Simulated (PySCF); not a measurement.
SMILES C[Si](O)(O)/C=C/[SiH2]N, singlet, GFN2-xTB optimised geometry.

```
19

Si    -0.26     1.76     0.25
C      0.71     2.77    -1.04
O     -1.88     1.87     0.04
O      0.03     2.48     1.69
C      0.30    -0.04     0.23
C     -0.48    -1.10     0.00
Si     0.07    -2.90     0.00
N      1.79    -2.90     0.00
H      0.31     3.77    -1.13
H      1.75     2.86    -0.75
H      0.68     2.31    -2.02
H     -2.28     1.53    -0.76
H     -0.62     2.39     2.38
H      1.35    -0.24     0.43
H     -1.54    -0.92    -0.19
H     -0.56    -3.56    -1.16
H     -0.32    -3.60     1.23
H      2.27    -3.77     0.09
H      2.28    -2.30    -0.65
```

Density from CAM-B3LYP/def2-SVP (PySCF 2.14.0) at that geometry.

Minimum of the electron density along straight lines between bonded atoms, close to the bond critical point (lines longer than 1.1 times the sum of covalent radii, or with two minima, are not listed):

```tsv
bond	length / Å	ρ at the minimum / e bohr⁻³	∇²ρ there / e bohr⁻⁵	position (fraction from the first atom)
Si1–C2	1.898	0.114	0.33	0.38
Si1–O3	1.642	0.125	1.02	0.41
Si1–O4	1.628	0.130	1.08	0.41
Si1–C5	1.891	0.115	0.34	0.38
C5–C6	1.332	0.338	-0.89	0.50
C6–Si7	1.881	0.115	0.35	0.62
Si7–N8	1.723	0.123	0.74	0.40
C2–H9	1.086	0.272	-0.99	0.63
C2–H10	1.084	0.272	-0.99	0.63
C2–H11	1.086	0.271	-0.97	0.62
O3–H12	0.952	0.356	-2.47	0.82
O4–H13	0.954	0.353	-2.47	0.82
C5–H14	1.083	0.279	-1.05	0.63
C6–H15	1.085	0.277	-1.03	0.63
Si7–H16	1.478	0.115	0.32	0.48
Si7–H17	1.466	0.117	0.33	0.49
N8–H18	1.007	0.331	-1.52	0.77
N8–H19	1.007	0.330	-1.52	0.77
```
